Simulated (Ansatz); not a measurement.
Ideal-gas functions of CH₄FNOSi (`F[SiH]1NCO1`) at 500 K and 1 bar, from an Ansatz frequency run at PBE0-D4/def2-TZVP.

Molar mass 93.13 g/mol, point group C1 (symmetry number 1), electronic degeneracy 1, moments of inertia 57.534, 139.82, 163.216 u Å². Harmonic wavenumbers (cm⁻¹, unscaled): 188, 221, 330, 403, 646, 730, 819, 867, 904, 987, 1013, 1040, 1121, 1169, 1248, 1383, 1546, 2301, 3030, 3081, 3686.

Use S(trans) = R[1.5 ln M + 2.5 ln T − 1.1517]; rotational temperatures θ = 24.2544 K / I; S(rot) = R[ln(√π/σ · √(T³/θAθBθC)) + 1.5]; for each mode x = 1.438777 ν̃/T, S = R[x/(eˣ − 1) − ln(1 − e⁻ˣ)] and H = RT x/(eˣ − 1); 1 cm⁻¹ = 0.0119627 kJ/mol; R = 8.31446 J/(mol·K).

Q: By hand: the entropy, in J/(mol·K).

A: Translation 176.1. Rotation: θ = 0.4216, 0.1735, 0.1486 K, giving 113.5. Vibration, mode by mode: 13.52, 12.22, 9.05, 7.53, 4.26, 3.52, 2.88, 2.58, 2.37, 1.97, 1.85, 1.74, 1.45, 1.30, 1.08, 0.79, 0.54, 0.08, 0.01, 0.01, 0.00, in all 68.8. Electronic 0.0. Sum 358.4 J/(mol·K).

Q: By hand: H − E and G − E in kJ/mol, counted from the electronic energy.

A: Zero-point energy ½ × 26713 × 0.0119627 = 159.8; thermal vibration 20.4; translation, rotation and pV give 4 RT = 16.6. H − E = 196.8 kJ/mol, and G − E = 196.8 − 500 × 358.4/1000 = 17.6 kJ/mol.

Vibration gives 19 % of the entropy. The sum counts one conformer and one mirror image; others add a mixing term.
